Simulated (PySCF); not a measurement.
Input for PySCF: R-MP2/6-31G* on C2H6Si (SMILES C=C[SiH3]), a point of a torsion scan.

```python
from pyscf import gto, scf, dft, mp
from pyscf.data.elements import chemcore

mol = gto.M(
    atom='''
    C     1.52083297   -0.08363431   -0.27649997
    C     0.50026357    0.05480096    0.55498960
    Si   -1.31017356    0.03333275    0.03510556
    H     1.37395621   -0.19499995   -1.33928924
    H     2.54941890   -0.08516093    0.05381224
    H     0.71632641    0.16278541    1.61199476
    H    -1.75087362   -1.35322897   -0.14662214
    H    -1.47054063    0.75705873   -1.22788971
    H    -2.10575385    0.67434033    1.08455520
    ''',
    basis='6-31g*',
    cart=True,
    charge=0, spin=0, verbose=3, max_memory=1800)
mf = scf.RHF(mol)
mf.conv_tol = 1e-8
mf.max_cycle = 100
mf.kernel()
if not mf.converged:
    mf = mf.newton().run(mf.mo_coeff, mf.mo_occ)
pt = mp.MP2(mf, frozen=chemcore(mol)).run()
```

The log:

```
converged SCF energy = -368.110136248329
E(RMP2) = -368.439719054399  E_corr = -0.329582806070007
E(SCS-RMP2) = -368.44378589094  E_corr = -0.333649642610945
```

The run converged.

Cost: around 0.9 core-seconds (rough).
